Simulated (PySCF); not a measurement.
# Broadened absorption spectrum of C5H7FO2Si

Compound: C5H7FO2Si.
Structure used (GFN2-xTB), in Å, numbered top down from 1:
```xyz
16
C5H7FO2Si angstrom
O      2.7173    0.1057   -1.4030
C      1.8179    0.3008   -0.6277
O      2.0346    0.4957    0.6852
C      0.3657    0.2806   -0.9597
C     -0.4190    1.2869   -0.1749
C     -1.3007    0.8287    0.6956
F     -2.0534    1.6526    1.4573
C     -1.5305   -0.6345    0.8811
Si    -0.3592   -1.4231   -0.4006
H      2.9861    0.4772    0.8709
H      0.2706    0.4488   -2.0335
H     -0.2370    2.3392   -0.3217
H     -1.3022   -0.9147    1.9103
H     -2.5846   -0.8665    0.7246
H      0.6379   -2.3045    0.2042
H     -1.0511   -2.0639   -1.5195
```

Method used: TDDFT wB97X-D/def2-SVPD, vertical, gas phase, core orbitals frozen in the response in PySCF.

Broadening: Gaussians 0.25 eV wide at half height, area fixed by f = 4.319×10⁻⁹ ∫ε dν̃. The width is an assumption, not a result. The curve ends short of the highest state used, and states not computed would add to its high-energy end.

E (eV), ε (L mol⁻¹ cm⁻¹) and a bar:
```
     5.37          0 
     5.42          2 
     5.46          5 
     5.51         16 
     5.56         39 
     5.61         80 
     5.65        120 
     5.70        162 #
     5.75        177 #
     5.80        154 #
     5.84        117 
     5.89         69 
     5.94         32 
     5.99         12 
     6.03          5 
     6.08          1 
     6.13          0 
     6.18          0 
     6.22          0 
     6.27          0 
     6.32          0 
     6.37          1 
     6.41          6 
     6.46         31 
     6.51        127 
     6.56        424 ##
     6.60        948 ####
     6.65       2127 ########
     6.70       3838 ##############
     6.75       5585 #####################
     6.79       6473 ########################
     6.84       6481 ########################
     6.89       5410 ####################
     6.94       4042 ###############
     6.98       3313 ############
     7.03       3194 ############
     7.08       3756 ##############
     7.13       4500 #################
     7.17       5025 ###################
     7.22       5726 #####################
     7.27       6712 #########################
     7.32       7751 #############################
     7.36       8115 ##############################
     7.41       7511 ############################
```

Problem. Locate the maxima and give the states behind the curve.

Solution. 216 nm (5.74 eV), ε about 180, made up of S1 (100%); 182 nm (6.82 eV), ε about 6600, made up of S2 (91%); 168 nm (7.36 eV), ε about 8100, made up of S5 (93%) (ε in L mol⁻¹ cm⁻¹; maxima over ε = 5, shares over 10%). The states used: S1 5.74 eV (f 0.0016); S2 6.81 eV (f 0.056); S3 6.90 eV (f 0.0074); S4 7.15 eV (f 0.036); S5 7.37 eV (f 0.071); S6 7.73 eV (f 0.129); S7 7.84 eV (f 0.055); S8 8.01 eV (f 0.012).

Problem. What would ε be at 7.36 eV, the highest of these maxima, with half the width (0.125 eV)?

Solution. About 14800 L mol⁻¹ cm⁻¹ against 8110, a factor of about 1.8; a lone state at its own centre would give exactly 2.

Problem. Coming from long wavelengths, where does ε first pass 100 L mol⁻¹ cm⁻¹?

Solution. At about 220 nm (5.63 eV), 0.11 eV below S1.

Problem. On this curve, what absorbance would a 10⁻⁴ mol/L sample give at 193 nm over a 1 cm path?

Solution. 193 nm is 6.424 eV, where ε is about 9.6 L mol⁻¹ cm⁻¹, so A = ε c l ≈ 0.00096 (Beer–Lambert, with the gas-phase spectrum and the assumed width).

The run took 89 s of wall time on Intel Xeon at 2.70 GHz, one thread, no GPU, shared host with 64 logical CPUs at a one-minute load of 60, and the process peaked at 1.1 GiB of memory.

One conformer stands for the species.
